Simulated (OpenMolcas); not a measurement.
Co2+ among 6 point charges of -2 e arranged as a tetragonal octahedron (D4h), 1.78 Å from the ion, with the axial distance 1.566 Å. The active orbitals were held to one l.

| Item | Value |
| --- | --- |
| Program | OpenMolcas |
| Method | CASSCF |
| Basis | ANO-RCC-VDZP [5s4p2d1f] |
| Scalar Hamiltonian | DKH2, point nucleus |
| Active space | 7 electrons in 5 orbitals (3d) |
| State averaging | 2S+1 = 4 even, 10 roots; 2S+1 = 2 even, 40 roots |
| Spin-orbit coupling | RASSI with atomic mean-field integrals over the reference wave functions |

Question: What is the spin-free ground state (labels of D4, the rotations of D4h)?

Answer: 4E, 2-fold in its orbital part, 96 % from free-ion F terms; it has the highest spin that d7 allows.

Question: Where is the first state of the same spin?

Answer: 4A2 at 2910 cm-1 above the ground state.

Question: What are the lowest two levels with spin-orbit coupling?

Answer: A 2-fold level E1/2 with g = 0.60, 0.60, 9.73, then a 2-fold level E1/2 316.5 cm-1 above it. Their leading multiplicities are 4 (100 %) and 4 (100 %).

Question: What is χT at 300 K, and how does it compare with the textbook value?

Answer: The lowest level has 2S+1 = 4, for which the spin-only value is χT = S(S+1) / 2 = 1.875 cm3 K/mol (g = 2). The computed 3.514 at 300 K differs by +1.639, through orbital momentum, spin-orbit coupling and any other state in reach.

An orbital doublet at a regular site is open to a Jahn-Teller distortion, which this geometry leaves out. Without dynamic correlation the repulsion within the d shell is too large (B by tens of per cent), so at a given field states of lower spin stand too high. This is an electrostatic model: the charges have no orbitals. No measured value stands beside these numbers.
